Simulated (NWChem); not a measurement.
A series in which one site is exchanged, each optimised at PBE0/def2-SVP with NWChem, gas phase unless a solvent is named. All stand in one matching conformer (torsions within 35°), which need not be the lowest. Low-valent species are run as closed-shell singlets; no triplet was tried in these runs. This build's default masses of Se (78.918 u) and Br (79.917 u) are each other's, which moves their modes by up to 0.6 %. For some, no frequency run checked for a minimum. def2 effective core potentials on Pb; no spin-orbit coupling.

A: [OH][Pb][Br] (PbHOBr; site = Pb)
B: O[Si]Br (SiHOBr; site = Si)
C: [OH][Ge][Br] (GeHOBr; site = Ge)

Values for A:

- dipole (D), PBE0/def2-SVP: 5.24
- orbital gap (eV), PBE0/def2-SVP: 4.81
- vertical ionisation energy, ΔSCF, PBE/def2-SVP (eV): 9.19
- static polarisability, PBE0/def2-SVPD (bohr³): 72.0
- lowest singlet excitation, PBE0/def2-SVPD, TDA (eV): 3.69

**Question.** How do these values change for the other members?

**Answer.** 
```csv
change from A,B,C
"dipole (D), PBE0/def2-SVP",-2.49,-2.00
"orbital gap (eV), PBE0/def2-SVP",+0.32,+0.34
"vertical ionisation energy, ΔSCF, PBE/def2-SVP (eV)",+0.04,+0.28
"static polarisability, PBE0/def2-SVPD (bohr³)",-14.4,-11.8
"lowest singlet excitation, PBE0/def2-SVPD, TDA (eV)",+0.52,+0.39
```
